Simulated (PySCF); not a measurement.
Computed with PySCF, PBE0, basis Ti def2-TZVP, O def2-TZVP, Cl def2-TZVP (no relativity, density fitting). Open shells, if any, are unrestricted.

What shape and geometry does isolated singlet TiOCl₂ take (every ligand bound to Ti)?

Formally Ti is in oxidation state +4, d0. The polar-tensor charge on Ti, 2.08, is far below the formal one. The lowest minimum found is a singlet of C2v symmetry with Ti–Cl 2.220 Å (×2), Ti–O 1.581 Å; Cl–Ti–Cl 128.7°, Cl–Ti–O 115.7° (×2). Its harmonic wavenumbers are 63 (b1), 115 (a1), 223 (b2), 394 (a1), 528 (b2), 1117 (a1) cm⁻¹ and its dipole moment is 0.67 D.

Other isomers or separated fragments may lie lower.
